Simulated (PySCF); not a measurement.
# Frontier orbitals and the lowest excitations

Compound: C4H8NOP.
Structure used (GFN2-xTB), in Å, numbered top down from 1:
```
atom  x, y, z in Å
C1     2.1759    0.5128    0.2566
C2     0.7618    0.5912   -0.3025
P3    -0.1497   -0.8947    0.2491
O4     0.4179   -2.1760   -0.1693
C5    -1.8999   -0.6833   -0.3129
C6    -2.4411    0.5619    0.1351
N7    -2.8438    1.5660    0.5048
H8     2.1544    0.5332    1.3454
H9     2.6443   -0.4187   -0.0573
H10    2.7805    1.3461   -0.0950
H11    0.2467    1.4933    0.0294
H12    0.7800    0.5761   -1.3968
H13   -0.2503   -0.7375    1.6324
H14   -1.9036   -0.7384   -1.4070
H15   -2.4775   -1.5241    0.0839
```

Theory: PySCF, TDDFT PBE0/def2-SVPD, vertical, gas phase, core orbitals frozen in the response.

Frontier orbitals with the atoms that hold most of them (Löwdin shares over 4%, at most four atoms; ? is withheld):

```csv
orbital,ε (eV),atoms
HOMO-3,-10.09,"N7 37%, C6 28%, O4 15%, C5 7%"
HOMO-2,-9.98,"N7 43%, C6 32%, C5 9%"
HOMO-1,-8.45,?
HOMO,-8.32,?
LUMO,0.07,"N7 27%, C6 23%, C5 15%, P3 9%"
LUMO+1,0.35,"C6 24%, C5 17%, N7 12%, H14 11%"
LUMO+2,0.43,"N7 27%, C6 26%, C5 16%, H15 15%"
```

Question: Give the leading atoms of the HOMO-1.

Answer: O4 (bonded to P) 61%; P3 (bonded to 2 C, O and H) 16%; H13 (bonded to P) 7%; C5 (bonded to C, P and 2 H) 7%.

Question: Which atoms hold the HOMO, and with what shares?

Answer: O4 (bonded to P) 56%; P3 (bonded to 2 C, O and H) 14%; C2 (bonded to C, P and 2 H) 13%; C5 (bonded to C, P and 2 H) 4%. By element: oxygen 56%, carbon 17% or more, phosphorus 14%.

Question: How does S1 compare with the orbital gap of 8.39 eV?

Answer: S1 is at 7.09 eV (f = 0.022), 1.30 eV below the gap, made of HOMO→LUMO (75%). 

Question: Give energy, strength and leading configuration of S1 and S2, and follow the Löwdin shares of the leading atoms from the occupied to the empty orbital.

Answer: 
- S1 (7.09 eV, f 0.022), HOMO→LUMO (75%): O4 56% → at most 10%, P3 14% → 9%, N7 at most 5% → 27%, C6 at most 5% → 23%
- S2 (7.18 eV, f 0.040), HOMO-1→LUMO (76%): O4 61% → at most 10%, P3 16% → 9%, N7 at most 7% → 27%, C6 at most 7% → 23%

On an Arm Neoverse V1 with one thread, on a shared host, this took 47 s wall and 0.84 GiB of memory at its peak.

One conformer stands for the species.
